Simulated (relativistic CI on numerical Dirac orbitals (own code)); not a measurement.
Method of calculation: Dirac-Coulomb-Breit CI, separate exchange-only KLI orbitals for each configuration, a model potential for QED, unscaled Slater integrals (own radial code, finite nucleus).

The strongest absorption lines from the ground level of an ion, among the configurations computed and to levels below about 2450 eV (vacuum wavelength in Å, gf): 5.1544 (0.95), 5.1711 (1.2), 5.1760 (4.6), 5.1817 (2.5), 5.2019 (1.7), 5.4340 (0.48), 5.5006 (0.86), 25.535 (0.74).

**Question.** Which ion is it?
A. Ir⁴⁸⁺
B. Ir⁵²⁺
C. Ta⁴⁶⁺
D. Ir⁵⁰⁺

**Answer.** D. Ir⁵⁰⁺ has 27 electrons and the ground level 3s²3p⁶3d⁹ ²D5/2; the strongest line goes to 3s²3p⁶3d⁸4f ²F°7/2. The pattern of lines fixes the number of electrons, and along that sequence the line energies rise steadily with the charge (about as its square where n changes within one kind of shell, about linearly where n is kept but much faster in heavy ions where fine structure, which grows about as Z⁴, sets the gap, and irregularly where shells cross), which fixes Z. Configurations outside the model, such as inner-shell arrays, can give stronger lines. At this charge energies of transitions that change n are usually good to better than 1 %, and those within a shell (Δn = 0) to a few per cent.

LS names give the leading component of a level, which can be under half, so a name can repeat, a term be missing and a line seem to break the LS rules.
